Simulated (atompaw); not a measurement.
# phosphorus (P): one change to a PAW (atompaw) potential, before and after

atompaw 4.2.0.5 input, output lines left out:

```
P 15
LDA-PW scalarrelativistic loggrid 1500 logderivrange -3 5 201
3 3 0 0 0 0
3 1 3
0 0 0
c
c
v
c
v
1
1.95 1.85 1.85 1.60
y
0.05
n
y
1.3
n
custom rrkj vanderbiltortho sinc
2 1 vpsmatchnc
1.75
1.75
1.95
1.95
```

Change: local potential troulliermartins scheme with l = 2 at 1 Ry, radius 1.85 bohr.

Cutoffs: the cutoffs (Ry, on a coarse ladder) from which the occupation-weighted sum of valence levels, in a spherical-Bessel basis at the reference potential, stays within 10 and 1 mRy of its value at 400 Ry; they do not see the model core or the augmentation charge, which bear on the density cutoff.

**Question.** What does the change do?

**Answer.** The potential gets harder (12 Ry and 21 Ry → 15 Ry and 21 Ry); neither file shows a bound ghost.

```tsv
quantity	base	changed
cutoff, loose	12 Ry	15 Ry
cutoff, tight	21 Ry	21 Ry
bound ghosts	none	none
s: phases at 1.96 bohr within 0.05 rad from the reference energy up to (Ry; the scan ends near 5)	3.9	to the end of the scan
p: phases at 1.96 bohr within 0.05 rad from the reference energy up to (Ry; the scan ends near 5)	to the end of the scan	to the end of the scan
lowest overlap eigenvalue by channel	s 0.35, p 0.72	s 0.40, p 0.77
```

 The cutoffs see the waves, projectors and local potential, not the compensation charge or the core.
